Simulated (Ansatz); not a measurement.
Gas-phase electronic energies from Ansatz, PBE0-D4/def2-TZVP geometries. CCSD(T)/CBS is the MP2 limit (def2-TZVPP, def2-QZVPP) plus CCSD(T) − MP2 in def2-TZVPP, frozen cores. DFT in def2-TZVPP. B3LYP here is the variant with VWN-RPA as its local correlation; programs differ in this. One conformer a species, not always the lowest.

Reaction (ligand exchange at a B–C bond): `BC(F)[SiH2]F` + `O[SiH]([SiH3])Cl` → `BO[SiH]([SiH3])Cl` + `FC[SiH2]F`

| level | ΔE (kcal/mol) | difference from CCSD(T)/CBS |
| --- | --- | --- |
| PBE-D4 | -24.6 | 3.0 |
| r2SCAN-D4 | -25.7 | 1.9 |
| PBE0-D4 | -25.7 | 1.9 |
| ωB97X-V | -27.1 | 0.5 |
| ωB97M-V | -26.8 | 0.8 |
| B2PLYP | -28.4 | -0.8 |
| r2SCAN | -25.7 | 1.9 |
| PBE0 | -25.8 | 1.8 |
| B3LYP | -28.1 | -0.5 |
| MP2/def2-TZVPP | -28.2 | -0.6 |
| CCSD/def2-TZVPP | -28.5 | -0.9 |
| HF/def2-QZVPP | -31.9 | -4.3 |
| MP2/def2-QZVPP | -28.0 | -0.4 |
| SCS-MP2/def2-QZVPP | -29.0 | -1.4 |
| HF/CBS(def2) | -32.0 | -4.4 |
| CCSD/CBS(def2) | -28.0 | -0.4 |
| CCSD(T)/CBS | -27.6 | 0 |

Largest T1 diagnostic among the species: 0.013.

In def2-TZVPP, CCSD(T) changes the Hartree–Fock value by +3.5 kcal/mol (the triples alone add +0.4 kcal/mol) and MP2 by +3.4 kcal/mol. From PBE to PBE0 (25 % exact exchange), in def2-TZVPP and without D4, ΔE moves by −1.0 kcal/mol.
